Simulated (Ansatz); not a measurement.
Start from `C#C[SiH2]C#N` and change one atom or group to get `C#C[SiH2]N`.

Ansatz, PBE0-D4/def2-TZVP geometries, multiplicity 1. Each molecule was computed in one conformer, which needn't be the lowest.

```csv
property,`C#C[SiH2]C#N`
HOMO energy (ωB97M-V/def2-TZVPP) / eV,-11.16
size of the dipole moment (B3LYP/def2-TZVPP) / D,3.79
HOMO–LUMO gap (ωB97M-V/def2-TZVPP) / eV,12.21
HOMO energy (PBE0/def2-TZVPP) / eV,-8.92
HOMO–LUMO gap (PBE0/def2-TZVPP) / eV,7.89
"ideal-gas entropy at 298 K and 1 bar (rigid rotor, harmonic PBE0-D4/def2-TZVP) / J/(mol·K)",325
```

Give the same properties after the change, and the shifts. (Estimate.)

Ansatz gave: 
```json
{"property": "HOMO energy (ωB97M-V/def2-TZVPP) / eV", "`C#C[SiH2]N`": "-10.04", "shift": "1.12"}
{"property": "size of the dipole moment (B3LYP/def2-TZVPP) / D", "`C#C[SiH2]N`": "1.43", "shift": "-2.36"}
{"property": "HOMO–LUMO gap (ωB97M-V/def2-TZVPP) / eV", "`C#C[SiH2]N`": "11.61", "shift": "-0.60"}
{"property": "HOMO energy (PBE0/def2-TZVPP) / eV", "`C#C[SiH2]N`": "-7.68", "shift": "1.24"}
{"property": "HOMO–LUMO gap (PBE0/def2-TZVPP) / eV", "`C#C[SiH2]N`": "7.44", "shift": "-0.45"}
{"property": "ideal-gas entropy at 298 K and 1 bar (rigid rotor, harmonic PBE0-D4/def2-TZVP) / J/(mol·K)", "`C#C[SiH2]N`": "314", "shift": "-11"}
```

With PBE0 the HOMO rises by 1.24 eV and the LUMO rises by 0.79 eV, so the gap narrows by about 0.45 eV. PBE moves the HOMO by 1.43 eV and ωB97M-V by 1.12 eV. The zero-point energy changes by 46.1 kJ/mol with +3 modes. Dipoles are sizes alone; their direction can turn.

B3LYP here is the variant with VWN-RPA as its local correlation; programs differ in this.
